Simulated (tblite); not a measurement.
Record of a relaxation.

Compound: C5H6BrFO.
SMILES with atom numbers: `[CH3:1][C:2]([CH3:3])=[C:4]([F:5])[C:6](=[O:7])[Br:8]` (hydrogens: H9, H10, H11 on C1; H12, H13, H14 on C3)

Computed with GFN2-xTB (tblite), gas phase: L-BFGS steps from a force-field or distance-geometry start until the largest atomic force falls under 0.01 eV/Å. 13 of its 128 geometries are shown.

Step 0: E = -724.3599 eV, largest atomic force 1.824 eV/Å
```
atom  x, y, z in Å  |  force x, y, z in eV/Å
C1     -1.160    1.341   -0.373   -0.322   0.299  -0.091
C2     -0.288    0.176   -0.048   -0.052  -0.454   0.249
C3     -1.031   -1.054    0.410   -0.183   0.246  -0.115
C4      1.054    0.281   -0.156    0.518  -1.068   0.299
F5      1.586    1.454   -0.533    0.235   0.281  -0.115
C6      2.065   -0.787    0.097   -1.201  -1.351   0.244
O7      1.839   -1.957    0.340   -0.025   1.676  -0.306
Br8     3.926   -0.293    0.019   -0.001   0.424  -0.092
H9     -1.736    1.647    0.511    0.111  -0.175  -0.209
H10    -1.877    1.070   -1.161    0.157  -0.024   0.277
H11    -0.609    2.215   -0.721    0.102  -0.159   0.046
H12    -1.558   -1.507   -0.444    0.243   0.174   0.280
H13    -0.422   -1.811    0.886    0.362  -0.002  -0.207
H14    -1.790   -0.773    1.149    0.057   0.132  -0.259
```

Step 11: E = -724.4861 eV, largest atomic force 0.049 eV/Å
```
atom  x, y, z in Å  |  force x, y, z in eV/Å
C1     -1.152    1.342   -0.368   -0.010   0.027  -0.006
C2     -0.289    0.172   -0.036   -0.042   0.009   0.002
C3     -1.019   -1.044    0.411    0.000  -0.011   0.002
C4      1.053    0.253   -0.148   -0.027  -0.021  -0.005
F5      1.607    1.424   -0.533   -0.005   0.001  -0.014
C6      1.997   -0.816    0.105    0.017  -0.045   0.009
O7      1.782   -1.960    0.356   -0.021   0.018   0.024
Br8     3.862   -0.214   -0.001    0.028   0.012  -0.005
H9     -1.728    1.635    0.510    0.015   0.023  -0.018
H10    -1.862    1.052   -1.142    0.003   0.032   0.014
H11    -0.573    2.192   -0.715   -0.005   0.012   0.002
H12    -1.529   -1.494   -0.441    0.020  -0.012  -0.008
H13    -0.366   -1.789    0.851    0.030  -0.015   0.000
H14    -1.784   -0.756    1.130   -0.002  -0.031   0.003
```

Step 21: E = -724.4888 eV, largest atomic force 0.022 eV/Å
```
atom  x, y, z in Å  |  force x, y, z in eV/Å
C1     -1.152    1.353   -0.365   -0.007   0.008  -0.001
C2     -0.298    0.175   -0.035   -0.007   0.001  -0.006
C3     -1.015   -1.051    0.409   -0.004  -0.010  -0.010
C4      1.044    0.247   -0.154   -0.006   0.001   0.000
F5      1.601    1.415   -0.549   -0.001   0.000  -0.009
C6      1.990   -0.818    0.112    0.000   0.004   0.000
O7      1.778   -1.958    0.383   -0.011   0.007   0.015
Br8     3.854   -0.213   -0.006    0.015   0.003  -0.005
H9     -1.723    1.658    0.511    0.013  -0.008   0.016
H10    -1.869    1.077   -1.138   -0.002  -0.011   0.004
H11    -0.565    2.197   -0.714    0.009  -0.001   0.005
H12    -1.512   -1.510   -0.446   -0.003   0.001  -0.022
H13    -0.347   -1.786    0.843   -0.003  -0.003   0.020
H14    -1.788   -0.786    1.128    0.006   0.009  -0.006
```

Step 32: E = -724.4902 eV, largest atomic force 0.033 eV/Å
```
atom  x, y, z in Å  |  force x, y, z in eV/Å
C1     -1.150    1.354   -0.357   -0.004   0.007   0.002
C2     -0.299    0.171   -0.043    0.011  -0.001   0.007
C3     -1.016   -1.056    0.397   -0.002  -0.004   0.000
C4      1.043    0.245   -0.167    0.011   0.000   0.011
F5      1.595    1.412   -0.575    0.013  -0.026   0.005
C6      1.989   -0.812    0.122   -0.005   0.011  -0.004
O7      1.773   -1.942    0.431    0.018  -0.009   0.000
Br8     3.854   -0.216   -0.021    0.006   0.001  -0.006
H9     -1.699    1.657    0.533   -0.019   0.006   0.026
H10    -1.882    1.088   -1.117   -0.023  -0.013  -0.011
H11    -0.561    2.195   -0.709    0.010   0.018  -0.017
H12    -1.494   -1.520   -0.466   -0.004  -0.002  -0.005
H13    -0.354   -1.786    0.848    0.001   0.010   0.003
H14    -1.802   -0.789    1.102   -0.013   0.003  -0.011
```

Step 42: E = -724.4909 eV, largest atomic force 0.020 eV/Å
```
atom  x, y, z in Å  |  force x, y, z in eV/Å
C1     -1.151    1.356   -0.351    0.004  -0.002   0.002
C2     -0.298    0.172   -0.043    0.011  -0.007   0.004
C3     -1.019   -1.056    0.389    0.005  -0.001   0.004
C4      1.044    0.242   -0.167    0.008   0.000   0.000
F5      1.600    1.404   -0.584   -0.010  -0.007   0.014
C6      1.992   -0.814    0.129   -0.001   0.016  -0.006
O7      1.782   -1.939    0.455   -0.008   0.003  -0.006
Br8     3.857   -0.216   -0.035   -0.006  -0.007  -0.003
H9     -1.688    1.660    0.546   -0.006   0.009   0.017
H10    -1.894    1.088   -1.100   -0.010  -0.007  -0.012
H11    -0.567    2.197   -0.712    0.012   0.006  -0.015
H12    -1.480   -1.526   -0.480    0.010  -0.002   0.005
H13    -0.360   -1.780    0.855   -0.007   0.001   0.001
H14    -1.818   -0.789    1.078   -0.003  -0.004  -0.007
```

Step 53: E = -724.4931 eV, largest atomic force 0.037 eV/Å
```
atom  x, y, z in Å  |  force x, y, z in eV/Å
C1     -1.151    1.360   -0.337   -0.002   0.000  -0.015
C2     -0.297    0.178   -0.023    0.006  -0.002  -0.025
C3     -1.019   -1.060    0.377    0.022   0.012  -0.005
C4      1.045    0.254   -0.142    0.003  -0.016   0.006
F5      1.601    1.421   -0.544   -0.017  -0.019   0.019
C6      1.988   -0.810    0.134    0.015   0.015  -0.003
O7      1.772   -1.930    0.476   -0.006   0.000  -0.008
Br8     3.855   -0.243   -0.108   -0.012  -0.006   0.007
H9     -1.633    1.717    0.572    0.004  -0.001   0.008
H10    -1.936    1.066   -1.031   -0.037  -0.001  -0.003
H11    -0.577    2.172   -0.772    0.015   0.021   0.009
H12    -1.374   -1.564   -0.523   -0.004  -0.022   0.014
H13    -0.385   -1.754    0.919    0.006   0.007   0.005
H14    -1.890   -0.808    0.979    0.008   0.012  -0.011
```

Step 64: E = -724.4946 eV, largest atomic force 0.016 eV/Å
```
atom  x, y, z in Å  |  force x, y, z in eV/Å
C1     -1.153    1.363   -0.335   -0.004   0.008  -0.003
C2     -0.299    0.179   -0.030   -0.009   0.009  -0.005
C3     -1.015   -1.064    0.364    0.001   0.002   0.003
C4      1.044    0.260   -0.128   -0.008  -0.006  -0.009
F5      1.601    1.434   -0.502    0.005  -0.004  -0.010
C6      1.983   -0.811    0.134    0.004   0.000   0.004
O7      1.762   -1.929    0.480   -0.003   0.004  -0.015
Br8     3.850   -0.263   -0.145   -0.002   0.003   0.013
H9     -1.584    1.747    0.591    0.007  -0.005  -0.011
H10    -1.977    1.067   -0.982    0.008  -0.001   0.012
H11    -0.588    2.160   -0.810   -0.001  -0.001   0.010
H12    -1.302   -1.615   -0.532    0.005   0.001   0.002
H13    -0.397   -1.720    0.969    0.002  -0.007   0.012
H14    -1.925   -0.811    0.904   -0.005  -0.004  -0.003
```

Step 74: E = -724.4969 eV, largest atomic force 0.088 eV/Å
```
atom  x, y, z in Å  |  force x, y, z in eV/Å
C1     -1.155    1.369   -0.325   -0.018   0.029  -0.002
C2     -0.301    0.179   -0.042   -0.028   0.055   0.001
C3     -1.012   -1.061    0.373    0.034   0.012  -0.027
C4      1.041    0.257   -0.160   -0.022  -0.015   0.028
F5      1.604    1.428   -0.533   -0.021   0.023  -0.021
C6      1.972   -0.818    0.102    0.016  -0.086  -0.013
O7      1.736   -1.950    0.389    0.006   0.041   0.003
Br8     3.848   -0.254   -0.057   -0.011  -0.002   0.007
H9     -1.547    1.759    0.616   -0.009  -0.015  -0.054
H10    -2.002    1.078   -0.945    0.033   0.012   0.049
H11    -0.599    2.160   -0.821   -0.003  -0.017   0.017
H12    -1.215   -1.671   -0.509   -0.020   0.000   0.015
H13    -0.410   -1.663    1.045    0.016  -0.042   0.040
H14    -1.960   -0.814    0.845    0.028   0.004  -0.044
```

Step 85: E = -724.4982 eV, largest atomic force 0.012 eV/Å
```
atom  x, y, z in Å  |  force x, y, z in eV/Å
C1     -1.156    1.376   -0.313    0.000   0.001  -0.004
C2     -0.304    0.184   -0.042   -0.001   0.005  -0.005
C3     -1.003   -1.064    0.367    0.003   0.011   0.004
C4      1.038    0.258   -0.168    0.000   0.001   0.007
F5      1.600    1.429   -0.542    0.001   0.001  -0.004
C6      1.964   -0.823    0.089    0.003   0.002  -0.005
O7      1.719   -1.955    0.369   -0.006  -0.006   0.004
Br8     3.842   -0.264   -0.046    0.001   0.000  -0.005
H9     -1.515    1.785    0.632   -0.002  -0.007  -0.002
H10    -2.027    1.085   -0.897    0.003  -0.004  -0.002
H11    -0.609    2.153   -0.838    0.003   0.008   0.008
H12    -1.133   -1.713   -0.499    0.004  -0.002  -0.001
H13    -0.431   -1.627    1.100    0.000  -0.003   0.006
H14    -1.986   -0.827    0.767   -0.007  -0.007   0.000
```

Step 95: E = -724.4989 eV, largest atomic force 0.034 eV/Å
```
atom  x, y, z in Å  |  force x, y, z in eV/Å
C1     -1.158    1.381   -0.307   -0.004  -0.012   0.002
C2     -0.303    0.190   -0.041   -0.003  -0.009  -0.005
C3     -0.997   -1.062    0.367   -0.002   0.009   0.011
C4      1.039    0.265   -0.164   -0.003  -0.010  -0.026
F5      1.604    1.431   -0.547    0.012   0.003   0.019
C6      1.956   -0.825    0.086    0.007  -0.005  -0.033
O7      1.699   -1.954    0.369    0.011   0.008   0.015
Br8     3.839   -0.289   -0.078   -0.001   0.001   0.003
H9     -1.527    1.772    0.642   -0.018   0.015   0.002
H10    -2.022    1.091   -0.902   -0.016  -0.008  -0.009
H11    -0.615    2.171   -0.819    0.027  -0.009   0.019
H12    -1.061   -1.742   -0.483   -0.007   0.015   0.003
H13    -0.451   -1.591    1.145    0.000   0.011   0.009
H14    -2.004   -0.839    0.710   -0.002  -0.010  -0.011
```

Step 106: E = -724.5019 eV, largest atomic force 0.031 eV/Å
```
atom  x, y, z in Å  |  force x, y, z in eV/Å
C1     -1.167    1.389   -0.292    0.015  -0.012  -0.008
C2     -0.300    0.205   -0.038   -0.006  -0.014   0.027
C3     -0.981   -1.050    0.383   -0.017  -0.005   0.013
C4      1.041    0.270   -0.184   -0.009  -0.005   0.018
F5      1.618    1.431   -0.564   -0.004  -0.013  -0.003
C6      1.940   -0.837    0.059    0.014   0.002  -0.009
O7      1.665   -1.954    0.367    0.012   0.024  -0.011
Br8     3.833   -0.351   -0.155   -0.020   0.016  -0.006
H9     -1.648    1.696    0.638    0.026  -0.005   0.000
H10    -1.958    1.116   -0.989    0.000   0.009  -0.020
H11    -0.605    2.227   -0.693    0.010   0.017   0.003
H12    -0.925   -1.791   -0.415   -0.015  -0.006   0.001
H13    -0.490   -1.495    1.246   -0.005  -0.002   0.014
H14    -2.024   -0.857    0.616   -0.002  -0.007  -0.018
```

Step 116: E = -724.5043 eV, largest atomic force 0.022 eV/Å
```
atom  x, y, z in Å  |  force x, y, z in eV/Å
C1     -1.160    1.392   -0.284    0.012  -0.002  -0.002
C2     -0.303    0.201   -0.027    0.006  -0.003   0.005
C3     -0.988   -1.050    0.399   -0.001  -0.019  -0.011
C4      1.036    0.265   -0.184    0.004   0.002   0.009
F5      1.608    1.426   -0.572    0.000  -0.004  -0.004
C6      1.942   -0.839    0.044   -0.002  -0.007   0.005
O7      1.676   -1.952    0.373    0.001   0.015  -0.008
Br8     3.826   -0.352   -0.239   -0.013  -0.004   0.001
H9     -1.719    1.644    0.616    0.001  -0.008   0.004
H10    -1.884    1.154   -1.063   -0.013   0.004  -0.003
H11    -0.575    2.254   -0.593    0.000   0.003  -0.004
H12    -0.871   -1.825   -0.360    0.004   0.016   0.010
H13    -0.543   -1.449    1.310   -0.012   0.012  -0.005
H14    -2.047   -0.869    0.558    0.015  -0.004   0.003
```

Step 127: E = -724.5050 eV, largest atomic force 0.008 eV/Å
```
atom  x, y, z in Å  |  force x, y, z in eV/Å
C1     -1.160    1.396   -0.273   -0.001  -0.001  -0.001
C2     -0.303    0.203   -0.027   -0.004   0.000  -0.002
C3     -0.985   -1.051    0.394    0.002  -0.005   0.003
C4      1.036    0.267   -0.182   -0.001   0.001   0.000
F5      1.610    1.428   -0.567    0.001   0.002  -0.001
C6      1.938   -0.842    0.035    0.004  -0.001   0.001
O7      1.669   -1.951    0.375   -0.001  -0.002   0.000
Br8     3.818   -0.373   -0.296    0.002   0.000   0.000
H9     -1.724    1.632    0.629   -0.001   0.000   0.004
H10    -1.880    1.170   -1.058   -0.001  -0.001  -0.001
H11    -0.575    2.264   -0.565    0.001   0.000  -0.001
H12    -0.772   -1.860   -0.305   -0.002   0.006   0.004
H13    -0.615   -1.383    1.364   -0.005   0.001  -0.006
H14    -2.059   -0.900    0.453    0.004   0.000   0.000
```

Task: Summarise the path.

Result: The energy falls by 0.1451 eV from step 0 to step 127; nine tenths of that is first reached at step 35. It rises by more than 0.2 meV at step 99. The largest force goes from 1.824 to 0.008 eV/Å. Among the bonds C4–C6 changes most, from 1.492 to 1.446 Å; the atoms move by 0.381 Å rms after alignment.
